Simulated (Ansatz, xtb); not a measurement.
**Two isomers of C3H8BNS**

Structure X is `CC#[N+][BH2-]SC`, a singlet and structure Y is `C=CSCBN`, a singlet. Both are isolated molecules in the gas phase, relaxed with B3LYP-D3(BJ)/def2-SVP; the shapes shown needn't be the lowest conformers.

X (Å):

```xyz
14

C     2.3419    2.0629    1.1720
C     1.3995    0.9878    1.4286
C     0.3738   -2.3434   -0.6972
B    -0.3978   -1.0215    1.7443
N     0.6432    0.1378    1.6101
S    -1.0351   -1.4073   -0.0024
H     3.3722    1.7063    1.3226
H     2.2313    2.4136    0.1342
H     2.1501    2.9037    1.8559
H    -1.3028   -0.5715    2.4230
H     0.2074   -1.9398    2.2719
H     1.2786   -1.7204   -0.7914
H     0.0923   -2.6907   -1.7020
H     0.6111   -3.2171   -0.0709
```

Y (Å):

```json
{"atom": "C", "x (Å)": "3.8608", "y (Å)": "-0.8836", "z (Å)": "0.0883"}
{"atom": "C", "x (Å)": "2.5489", "y (Å)": "-0.6657", "z (Å)": "0.2443"}
{"atom": "C", "x (Å)": "-0.0725", "y (Å)": "-1.2765", "z (Å)": "0.9919"}
{"atom": "B", "x (Å)": "-0.5788", "y (Å)": "0.1085", "z (Å)": "0.4238"}
{"atom": "N", "x (Å)": "-0.2780", "y (Å)": "1.3073", "z (Å)": "1.0717"}
{"atom": "S", "x (Å)": "1.3091", "y (Å)": "-1.8784", "z (Å)": "-0.0767"}
{"atom": "H", "x (Å)": "4.2569", "y (Å)": "-1.8629", "z (Å)": "-0.1948"}
{"atom": "H", "x (Å)": "4.5764", "y (Å)": "-0.0691", "z (Å)": "0.2259"}
{"atom": "H", "x (Å)": "2.1726", "y (Å)": "0.3234", "z (Å)": "0.5280"}
{"atom": "H", "x (Å)": "-0.8396", "y (Å)": "-2.0589", "z (Å)": "0.8839"}
{"atom": "H", "x (Å)": "0.2606", "y (Å)": "-1.2723", "z (Å)": "2.0424"}
{"atom": "H", "x (Å)": "-1.1998", "y (Å)": "0.1538", "z (Å)": "-0.6111"}
{"atom": "H", "x (Å)": "0.2191", "y (Å)": "1.3542", "z (Å)": "1.9547"}
{"atom": "H", "x (Å)": "-0.5574", "y (Å)": "2.2143", "z (Å)": "0.7165"}
```

Which of the two would you expect CCSD(T)/def2-SVP + ΔMP2/def2-TZVPP electronic energies to favour?

Structure Y; the calculation gives E(Y) − E(X) = −59.5 kJ/mol.

How the difference moves with the method:

| level | geometry | E(Y) − E(X) (kJ/mol) | departure from the last row (kJ/mol) | job, with rough time for the two |
| --- | --- | --- | --- | --- |
| GFN2-xTB | GFN2-xTB | +19.2 | +78.7 | optimisation, 0.72 s |
| HF/STO-3G | GFN2-xTB | −63.0 | −3.5 | single point, 0.74 s |
| r2SCAN-D4/def2-SVP | GFN2-xTB | −59.9 | −0.4 | single point, 5.6 s |
| B3LYP-D3(BJ)/def2-SVP | B3LYP-D3(BJ)/def2-SVP | −54.1 | +5.4 | optimisation, 4 min |
| HF/def2-SVP | B3LYP-D3(BJ)/def2-SVP | −56.7 | +2.8 | part of the CCSD(T) run |
| MP2/def2-SVP | B3LYP-D3(BJ)/def2-SVP | −30.8 | +28.7 | part of the CCSD(T) run |
| CCSD(T)/def2-SVP | B3LYP-D3(BJ)/def2-SVP | −44.6 | +14.9 | single point |
| CCSD(T)/def2-SVP + ΔMP2/def2-TZVPP | B3LYP-D3(BJ)/def2-SVP | −59.5 |  | single point, 71 s |

As drawn, Y has 1 C=C, 1 C–S, 1 C–B, 2 N–H in place of 1 C–C, 1 C≡N, 1 B–S, 1 C–H, 1 B–H.

GFN2-xTB puts the two in the other order. The largest departure from CCSD(T)/def2-SVP + ΔMP2/def2-TZVPP is that of GFN2-xTB, 78.7 kJ/mol. The last row adds to CCSD(T) the change of the MP2 difference between the two basis sets, here −14.9 kJ/mol, a large step that makes the value less sure.

With thermal terms from frequencies at re-optimised GFN2-xTB minima (ideal gas, soft modes damped towards free rotors, one conformer each, 298.15 K, 1 atm): the zero-point term adds +7.5 kJ/mol; ΔH is −54.0 and ΔG −49.6 kJ/mol.

The correlated steps freeze 10 core orbitals. Run with Ansatz 0.2.0, xtb 6.7.1; the last row on 2 threads of Intel(R) Xeon(R) Processor @ 2.70GHz on a shared host.
